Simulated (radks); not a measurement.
Charge is removed step by step from the 4p3/2 level of neutral palladium, starting from [Ar] 3d10 4s2 4p(1/2: 2, 3/2: 4) 4d10. Method: Dirac Kohn-Sham, BLYP, spin-unpolarised, spherical densities, finite nucleus; Fermi nuclear charge, rms radius 4.5318 fm; computed with a radial shooting solver on a logarithmic mesh with Libxc functionals.

\begin{tabular}{lrrr}
removed (e) & E - E(0) (eV) & eigenvalue (eV) & E minus straight line (eV) \\ \hline
0 & 0.000 & -49.771 & 0.000 \\
0.125 & 6.306 & -51.134 & -0.659 \\
0.25 & 12.786 & -52.561 & -1.143 \\
0.375 & 19.449 & -54.047 & -1.445 \\
0.5 & 26.300 & -55.585 & -1.559 \\
0.625 & 33.347 & -57.173 & -1.476 \\
0.75 & 40.595 & -58.806 & -1.193 \\
0.875 & 48.050 & -60.482 & -0.702 \\
1 & 55.717 & -62.198 & 0.000 \\
\end{tabular}

Removing the whole electron costs 55.717 eV by Delta-SCF, against 49.771 eV from minus the eigenvalue at the starting occupation. Slater's transition state (half an electron removed) gives 55.585 eV. Integrating minus the eigenvalue over the occupation (Janak's theorem) gives 55.717 eV. The mean slope of the eigenvalue, de/dn, is 12.4 eV per electron.
